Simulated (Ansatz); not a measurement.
Total energies of `C[Si](C)(C)O[Si](C)(C)O[Si](C)(C)O[Si](C)(C)O[Si](C)(C)O[Si](C)(C)O[Si](C)(C)O[Si](C)(C)O[Si](C)(C)O[Si](C)(C)C` from Ansatz at PBE0-D4/def2-TZVP, gas phase (1 Eh = 27.2114 eV = 2625.5 kJ/mol). The reference geometry is relaxed at r2SCAN-D4/def2-SVP.

```tsv
state	geometry	energy (Eh)
charge 0 singlet	reference	-4449.12856
charge 1 doublet	reference	-4448.81492
charge -1 doublet	reference	-4449.09024
free C atom (triplet)	–	-37.80537
free Si atom (triplet)	–	-289.24943
free O atom (triplet)	–	-75.01860
free H atom (doublet)	–	-0.50104
```

Single mean-field runs in def2-TZVP are fitted with def2-universal-jkfit.

Q: Work out the vertical ionisation energy to the doublet.

A: E(charge 1 doublet) − E(charge 0 singlet) = -4448.81492 − (-4449.12856) = 0.31364 Eh = 8.53 eV. For comparison, −ε of the highest occupied level is 7.53 eV at this level, 1.00 eV less.

Q: Work out the vertical electron affinity, to the doublet.

A: E(charge 0 singlet) − E(charge -1 doublet) = -4449.12856 − (-4449.09024) = -0.03832 Eh = -1.04 eV; negative, so the extra electron isn't bound. The basis lacks diffuse functions, which makes affinities too small.

Q: Give the fundamental gap IE − EA, the Mulliken electronegativity (IE + EA)/2 and the hardness (IE − EA)/2.

A: From the values in Eh: IE − EA = 0.31364 − (-0.03832) = 0.35196 Eh = 9.58 eV; (IE + EA)/2 = 3.75 eV; (IE − EA)/2 = 4.79 eV. The HOMO–LUMO gap of the same run is 7.87 eV, 1.71 eV smaller than the fundamental gap.

Q: What is the binding energy per atom against free atoms?

A: Atoms: 22 × (-37.80537) + 10 × (-289.24943) + 9 × (-75.01860) + 66 × (-0.50104) = -4432.44848 Eh. Binding: -4432.44848 − (-4449.12856) = 16.68008 Eh = 453.89 eV, or 4.24 eV for each of 107 atoms (no zero-point energy, no counterpoise term).

At PBE0-D4/def2-TZVP the highest occupied level of the charge -1 doublet lies above zero (up to 1.82 eV). By energy differences it is unbound by 1.04 eV (vertical, to the charge 0 singlet, at PBE0-D4/def2-TZVP) and held by the finite basis.
